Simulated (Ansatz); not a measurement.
**Nudged elastic band run: AlBCl$_{2}$H$_{3}$N**

Input file:

```yaml
crystal:
  periodic: [false, false, false]
  atoms:
    - { symbol: "N", position_ang: [0.608969, 0.151064, 1.336435] }
    - { symbol: B, position_ang: [0.698204, -0.424694, 0.08451] }
    - { symbol: Al, position_ang: [-0.753064, -0.013097, -1.245437] }
    - { symbol: Cl, position_ang: [-0.924481, -0.702618, -3.201374] }
    - { symbol: Cl, position_ang: [-2.304768, 1.256757, -0.65452] }
    - { symbol: H, position_ang: [-0.158375, 0.786039, 1.6453] }
    - { symbol: H, position_ang: [1.305909, 0.00898, 2.098842] }
    - { symbol: H, position_ang: [1.619707, -1.119631, -0.119756] }
magnetization:
  spin_polarized: true
basis:
  gaussian: { orbitals: STO-3G }
hamiltonian:
  xc: r2scan
  dispersion: d4
neb:
  order_check: false
  images: 7
  f_tol: 0.5
  max_iterations: 31
  final_atoms:
    - { symbol: "N", position_ang: [0.71742142, -0.07690732, 1.06564142] }
    - { symbol: B, position_ang: [0.65770949, -1.18267403, -0.14282091] }
    - { symbol: Al, position_ang: [-0.67151271, -0.37118962, -1.35617312] }
    - { symbol: Cl, position_ang: [-1.60489638, -0.62575869, -3.21118965] }
    - { symbol: Cl, position_ang: [-1.15521148, 1.57037732, -0.45558768] }
    - { symbol: H, position_ang: [0.38298734, -0.4414655, 1.99776519] }
    - { symbol: H, position_ang: [0.07859775, 0.77500331, 0.79538041] }
    - { symbol: H, position_ang: [1.68700557, 0.29541452, 1.25098432] }
  initial_path:
    images:
      - { positions_ang: [[0.608969, 0.151064, 1.336435], [0.698204, -0.424694, 0.08451], [-0.753064, -0.013097, -1.245437], [-0.924481, -0.702618, -3.201374], [-2.304768, 1.256757, -0.65452], [-0.158375, 0.786039, 1.6453], [1.305909, 0.00898, 2.098842], [1.619707, -1.119631, -0.119756]] }
      - { positions_ang: [[0.68076885, 0.0802329, 1.34110265], [0.69267807, -0.47500764, 0.04688557], [-0.78061898, 0.01211728, -1.25953693], [-0.93821334, -0.69982539, -3.23859059], [-2.28253356, 1.35005417, -0.6309373], [-0.13308418, 0.53032325, 1.69608423], [1.22937499, 0.24393821, 1.89340448], [1.62372915, -1.0990328, 0.0955879]] }
      - { positions_ang: [[0.7525687, 0.0094018, 1.34577029], [0.68715214, -0.52532127, 0.00926113], [-0.80817395, 0.03733156, -1.27363686], [-0.95194569, -0.69703278, -3.27580718], [-2.26029912, 1.44335135, -0.6073546], [-0.10779337, 0.27460751, 1.74686846], [1.15284097, 0.47889642, 1.68796695], [1.62775131, -1.07843459, 0.31093181]] }
      - { positions_ang: [[0.82436855, -0.0614293, 1.35043794], [0.68162621, -0.57563491, -0.0283633], [-0.83572893, 0.06254584, -1.28773679], [-0.96567803, -0.69424017, -3.31302377], [-2.23806468, 1.53664852, -0.5837719], [-0.08250255, 0.01889176, 1.79765269], [1.07630696, 0.71385464, 1.48252943], [1.63177346, -1.05783639, 0.52627571]] }
      - { positions_ang: [[0.89616841, -0.1322604, 1.35510558], [0.67610028, -0.62594854, -0.06598773], [-0.86328391, 0.08776013, -1.30183672], [-0.97941038, -0.69144756, -3.35024036], [-2.21583024, 1.62994569, -0.5601892], [-0.05721174, -0.23682398, 1.84843691], [0.99977295, 0.94881285, 1.2770919], [1.63579562, -1.03723818, 0.74161961]] }
      - { positions_ang: [[0.85148166, -0.11842213, 1.28273954], [0.67150259, -0.76512991, -0.08519603], [-0.81534111, -0.02697731, -1.31542082], [-1.13578188, -0.67502534, -3.31547768], [-1.95067555, 1.6150536, -0.53403882], [0.05283803, -0.28798436, 1.88576898], [0.76947915, 0.90536046, 1.15666403], [1.64859811, -0.70407501, 0.86896079]] }
      - { positions_ang: [[0.80679491, -0.10458386, 1.2103735], [0.66690489, -0.90431129, -0.10440432], [-0.76739831, -0.14171475, -1.32900492], [-1.29215338, -0.65860312, -3.280715], [-1.68552086, 1.60016151, -0.50788844], [0.1628878, -0.33914474, 1.92310105], [0.53918535, 0.86190808, 1.03623616], [1.66140059, -0.37091183, 0.99630196]] }
      - { positions_ang: [[0.76210817, -0.09074559, 1.13800746], [0.66230719, -1.04349266, -0.12361261], [-0.71945551, -0.25645218, -1.34258902], [-1.44852488, -0.6421809, -3.24595232], [-1.42036617, 1.58526941, -0.48173806], [0.27293757, -0.39030512, 1.96043312], [0.30889155, 0.8184557, 0.91580828], [1.67420308, -0.03774865, 1.12364314]] }
      - { positions_ang: [[0.71742142, -0.07690732, 1.06564142], [0.65770949, -1.18267403, -0.14282091], [-0.67151271, -0.37118962, -1.35617312], [-1.60489638, -0.62575869, -3.21118965], [-1.15521148, 1.57037732, -0.45558768], [0.38298734, -0.4414655, 1.99776519], [0.07859775, 0.77500331, 0.79538041], [1.68700557, 0.29541452, 1.25098432]] }
```

Run as:

```bash
$ ansatz run input.yaml --threads 1 --pin off --max-ram 2048MiB --backend cpu --events-out ev --progress --plain --runs-dir out
```

Output, in part (warnings, iteration lines, the closing report on the highest movable image, with atoms numbered from 0):

```
NEB end point (image 0): max|allowed force component| = 1.398e-2 eV/Å (the criterion of neb.relax_end_points is 1.000e-1)
NEB end point (image 8): max|allowed force component| = 1.814e-2 eV/Å (the criterion of neb.relax_end_points is 1.000e-1)
NEB iter   1: max|band force component| = 3.260e1 eV/Å  barrier→ = 8.6334 eV  barrier← = 3.3515 eV  Δτ_max = 0.2000 Å  (561 SCF iters)
NEB iter   2: max|band force component| = 9.986e0 eV/Å  barrier→ = 6.6311 eV  barrier← = 1.3492 eV  Δτ_max = 0.2000 Å  (269 SCF iters)
NEB iter   3: max|band force component| = 6.057e0 eV/Å  barrier→ = 6.5234 eV  barrier← = 1.2414 eV  Δτ_max = 0.1999 Å  (266 SCF iters)
NEB iter   4: max|band force component| = 3.202e0 eV/Å  barrier→ = 6.4550 eV  barrier← = 1.1731 eV  Δτ_max = 0.1997 Å  (271 SCF iters)
NEB iter   5: max|band force component| = 2.656e0 eV/Å  barrier→ = 6.3650 eV  barrier← = 1.0831 eV  Δτ_max = 0.2000 Å  (237 SCF iters)
NEB iter   6: max|band force component| = 1.902e0 eV/Å  barrier→ = 6.1136 eV  barrier← = 0.8317 eV  Δτ_max = 0.2000 Å  (267 SCF iters)
NEB iter   7: max|band force component| = 1.806e0 eV/Å  barrier→ = 5.6541 eV  barrier← = 0.3722 eV  Δτ_max = 0.2000 Å  (234 SCF iters)
NEB iter   8: max|band force component| = 2.014e0 eV/Å  barrier→ = 5.6784 eV  barrier← = 0.3965 eV  Δτ_max = 0.1008 Å  (360 SCF iters)
NEB iter   9: max|band force component| = 1.434e0 eV/Å  barrier→ = 5.6855 eV  barrier← = 0.4036 eV  Δτ_max = 0.1016 Å  (268 SCF iters)
NEB iter  10: max|band force component| = 7.585e-1 eV/Å  barrier→ = 5.6851 eV  barrier← = 0.4032 eV  Δτ_max = 0.1015 Å  (267 SCF iters)
NEB iter  11: max|band force component| = 7.508e-1 eV/Å  barrier→ = 5.6972 eV  barrier← = 0.4153 eV  Δτ_max = 0.1012 Å  (216 SCF iters)
NEB iter  12: max|band force component| = 5.166e-1 eV/Å  barrier→ = 5.7140 eV  barrier← = 0.4321 eV  Δτ_max = 0.1011 Å  (216 SCF iters)
NEB iter  13: max|band force component| = 3.892e-1 eV/Å  barrier→ = 5.7267 eV  barrier← = 0.4448 eV  CI = image 6  Δτ_max = 0.0000 Å  (519 SCF iters)
Total energy: -33474.82959656 eV, -1230.1772976190 hartree
Atom 0 at     0.850661    -0.239042     1.243942 Å, force     0.286914     0.086464    -0.137902 eV/Å
Atom 1 at    -0.294757    -0.669478     0.237311 Å, force    -0.184806    -0.099076     0.209431 eV/Å
Atom 2 at    -0.910823     0.228827    -1.351856 Å, force    -0.076154     0.064557    -0.157969 eV/Å
Atom 3 at    -0.953724    -0.876000    -3.145202 Å, force     0.014845    -0.025548    -0.092759 eV/Å
Atom 4 at    -2.161822     1.924202    -1.591423 Å, force     0.116412    -0.067398     0.168050 eV/Å
Atom 5 at     1.040118    -0.955117     2.004575 Å, force    -0.105993    -0.040419    -0.027316 eV/Å
Atom 6 at     0.727214     0.673915     1.791758 Å, force    -0.001606    -0.035477    -0.187824 eV/Å
Atom 7 at     1.795233    -0.144506     0.754895 Å, force    -0.049611     0.116897     0.226289 eV/Å
Dipole moment:     1.531108    -0.057852     1.865376 e Å
```

It converged. The threshold of 0.5 eV/Å is loose, so the images may lie well off the minimum-energy path. The profile has 2 maxima (images 2, 6) with wells between them (image 4): this band takes more than one step, which may be the mechanism or a detour left from its start path. Neighbouring images differ by up to 4.4 eV, so the band resolves the path poorly. The order of the stationary point at the top wasn't checked. Limits of this set-up: minimal basis.

Final band (atoms are numbered from 1 in the order of the input):

```
image  path coordinate (Å)  energy (eV)  B2–H8 (Å)  N1–H8 (Å)
    0                 0.00         0.00       1.17       2.18
    1                 1.47         0.03       1.17       2.17
    2                 2.93         1.23       1.17       2.20
    3                 4.37         0.70       1.17       2.19
    4                 5.85         0.01       1.17       2.19
    5                 7.33         1.37       1.19       1.91
    6                 8.76         5.73       2.22       1.07
    7                10.15         5.56       2.25       1.06
    8                11.54         5.28       2.28       1.06
```

The run took 7 min on 1 thread of Intel(R) Xeon(R) Platinum 8375C CPU @ 2.90GHz (Ice Lake) (shared host), peak memory 0.18 GiB.
